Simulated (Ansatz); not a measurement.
`N#C[SiH]1CS1` + `[OH][GaH2]` → `N#[C][GaH][OH]` + `C1[SiH2]S1` at 298.15 K and 1 bar (formal exchange of groups at a C–Si bond).

Calculated with Ansatz (gas phase, PBE0-D4/def2-TZVP geometries, no zero-point term in ΔE). CCSD(T)/CBS adds triple-zeta CCSD(T) − MP2 to the extrapolated MP2 energy (def2 sets, frozen cores). For Ga outer-core shells are correlated without core-valence functions, which leaves a few kJ/mol of doubt a bond. Scalar relativity is left out up to krypton. Each species was taken in one conformer, which may not be the lowest.

```tsv
species	CCSD(T)/CBS energy (Eh)	H − E (kJ/mol)	S (J/(mol·K))
`N#C[SiH]1CS1`	-819.45492	138.1	324.8
`[OH][GaH2]`	-2000.92981	82.7	263.1
`N#[C][GaH][OH]`	-2093.08647	91.8	314.8
`C1[SiH2]S1`	-727.30403	130.9	277.2
```

H − E and S are ideal-gas, rigid-rotor, harmonic terms from PBE0-D4/def2-TZVP, for one conformer and one mirror image of each species. 1 Eh = 2625.50 kJ/mol, R = 8.31446 J/(mol·K).

Q: By hand: ΔE, ΔH, ΔS and ΔG.

A: ΔE = (-2093.08647) + (-727.30403) − (-819.45492) − (-2000.92981) = -0.00577 Eh = -15.1 kJ/mol. Δ(H − E) = 91.8 + 130.9 − 138.1 − 82.7 = 1.9, so ΔH = -13.2 kJ/mol. ΔS = 314.8 + 277.2 − 324.8 − 263.1 = 4.1 J/(mol·K). ΔG = -13.2 − 298.15 × (4.1)/1000 = -14.4 kJ/mol.

Q: By hand: the equilibrium constant, and the temperature at which ΔG would vanish if ΔH and ΔS stayed fixed.

A: log₁₀ K = −ΔG/(RT ln 10) = 2.5. ΔH and −TΔS have one sign here, so there is no such temperature.

The number of gas molecules stays the same, so ΔS is small and ΔH decides. A doubt of 5 kJ/mol in ΔE shifts log₁₀ K by 0.9 here. Other conformers and mirror images would add mixing entropy, several J/(mol·K) or more a flexible species. These are equilibria of isolated gas molecules and say nothing of rates. Largest T1 diagnostic: 0.015 (customary marks: 0.02 for closed shells, 0.045 for open ones).

ΔS is within the doubt of such terms, so its sign, and with it that verdict, could turn.
